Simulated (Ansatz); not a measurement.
```yaml
crystal:
  periodic: [false, false, false]
  atoms:
    - {symbol: C, position_ang: [-1.449159, -0.494641, -0.413126]}
    - {symbol: Zr, position_ang: [0.407394, 0.534342, 0.251683]}
    - {symbol: O, position_ang: [1.058324, -0.483477, 1.738106]}
    - {symbol: O, position_ang: [1.567118, 0.543386, -1.272622]}
    - {symbol: F, position_ang: [-0.102057, 2.308058, 0.770840]}
    - {symbol: H, position_ang: [-2.186057, -0.537485, 0.396988]}
    - {symbol: H, position_ang: [-1.908930, 0.030806, -1.257925]}
    - {symbol: H, position_ang: [-1.245036, -1.522555, -0.732111]}
    - {symbol: H, position_ang: [1.567840, -0.925953, 2.409989]}
    - {symbol: H, position_ang: [2.290563, 0.547500, -1.891811]}
basis:
  gaussian: {orbitals: def2-TZVPD, fitting: {mean_field: def2-universal-jkfit}, point_charges: [{charge: 0.50, position_ang: [6.804, 0.047, 0.287]}]}
magnetization: {spin_polarized: true, initial_magnetization: 0}
hamiltonian: {xc: {name: B3LYP-D3}}
scf: {lower_state_search: light}
output: {forces: true}
```

```sh
$ ansatz run in.yaml --threads 4 --pin off --events-out ev --progress --plain --max-ram 10444MiB
```

Shortened log:

```
Error: YAML parse error: error: line 17 column 19: hamiltonian.xc: no functional is named "B3LYP-D3"; the names, which are not case-sensitive, are SVWN5, SPW92, PBE, PBE0, PBEsol, revPBE, revPBE0, RPBE, rPW86-PBE, HSE06, wPBEh, LC-wPBE, HISS, HF, BLYP, B3LYP, B3LYP5, BHLYP, CAM-B3LYP, r2SCAN, r2SCANh, r2SCAN0, r2SCAN50, m-r2SCAN, B97, wB97, wB97X, wB97X-V, B97M-V, wB97M-V, B2PLYP, B2GP-PLYP, PBE0-DH, PBE-QIDH
15 |   gaussian: {orbitals: def2-TZVPD, fitting: {mean_field: def2-universal-jkfit}, poi…
16 | magnetization: {spin_polarized: true, initial_magnetization: 0}
17 | hamiltonian: {xc: {name: B3LYP-D3}}
18 | scf: {lower_state_search: light}
19 | output: {forces: true}
```

In this input the method's name isn't one that the program takes here. The input was rejected before any iteration.
